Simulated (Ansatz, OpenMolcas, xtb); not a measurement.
InF (SMILES [F][In]): methods side by side

The species is InF (2 atoms), meant as a singlet with charge 0. As SMILES, `[F][In]`. The coordinates come from a PBE0-D4/def2-TZVP relaxation.

```jsonl
{"atom": "F", "x (Å)": "0.0000", "y (Å)": "0.0000", "z (Å)": "0.0159"}
{"atom": "In", "x (Å)": "0.0000", "y (Å)": "0.0000", "z (Å)": "2.0096"}
```

Each level gives the energy change with the F1–In2 bond stretched from 1.994 to 2.592 Å (eV). The values are calculated.

```json
{"level": "GFN1-xTB", "kind": "semi-empirical", "program": "xtb", "value (eV)": "0.62", "less CCSD(T)/def2-TZVPP": "-0.73", "CPU time (all runs)": "under 2 s"}
{"level": "HF/def2-TZVPP (core potential) (unrestricted)", "kind": "Hartree–Fock", "program": "OpenMolcas", "value (eV)": "1.40", "less CCSD(T)/def2-TZVPP": "+0.05", "CPU time (all runs)": "9.6 s"}
{"level": "SVWN5/def2-TZVPP (core potential) (restricted)", "kind": "LDA", "program": "Ansatz", "value (eV)": "1.34", "less CCSD(T)/def2-TZVPP": "-0.01", "CPU time (all runs)": "5.1 s"}
{"level": "BLYP/def2-TZVPP (core potential) (restricted)", "kind": "GGA", "program": "Ansatz", "value (eV)": "0.99", "less CCSD(T)/def2-TZVPP": "-0.36", "CPU time (all runs)": "7 s"}
{"level": "M06-L/def2-TZVPP (core potential) (restricted)", "kind": "meta-GGA", "program": "OpenMolcas", "value (eV)": "1.18", "less CCSD(T)/def2-TZVPP": "-0.17", "CPU time (all runs)": "35 s"}
{"level": "PBE0/def2-TZVPP (core potential) (restricted)", "kind": "global hybrid", "program": "OpenMolcas", "value (eV)": "1.27", "less CCSD(T)/def2-TZVPP": "-0.08", "CPU time (all runs)": "23 s"}
{"level": "HSE06/def2-TZVPP (core potential) (restricted)", "kind": "range-separated hybrid", "program": "Ansatz", "value (eV)": "1.27", "less CCSD(T)/def2-TZVPP": "-0.08", "CPU time (all runs)": "8.1 s"}
{"level": "MP2/def2-TZVPP (core potential) (restricted)", "kind": "perturbation theory", "program": "Ansatz", "value (eV)": "1.34", "less CCSD(T)/def2-TZVPP": "-0.01", "CPU time (all runs)": "4.6 s"}
{"level": "CCSD(T)/def2-TZVPP (core potential) (restricted)", "kind": "coupled cluster or CI", "program": "OpenMolcas", "value (eV)": "1.35", "less CCSD(T)/def2-TZVPP": "0.00", "CPU time (all runs)": "80 s"}
```

CCSD(T)/def2-TZVPP (core potential) (restricted) is the highest level here, not the true value. The first shape isn't each level's own minimum. The values span 0.62 to 1.40 eV. In the correlated wave-function rows the outer d shell of In is correlated, in sets not made for it. Times are those of the runs behind each value, whatever else they computed, on shared processors of several kinds: orders of magnitude only.
